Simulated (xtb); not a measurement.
Job for xtb: GFN1-xTB on C2H7Al (SMILES C[CH2][AlH2]), a point of a torsion scan.

```
$ xtb mol.xyz --gfn 1 --sp --chrg 0 --uhf 0
10

C     -0.88393571    -0.36259399     0.59869693
C     -0.52350832     0.47888144    -0.64327648
Al    -1.54318614     2.19394427    -0.47503246
H     -1.85002301    -0.84762026     0.46295846
H     -0.14272580    -1.13746761     0.79299355
H     -0.95412011     0.27150261     1.48725180
H      0.56348613     0.65970239    -0.63827197
H     -0.70094966    -0.11085433    -1.55189396
H     -1.76456082     3.25430419    -1.58431171
H     -2.19811888     2.54152029     0.88977074
```

### Question
What total energy does the run end on?

### Answer
-9.2542 hartree.
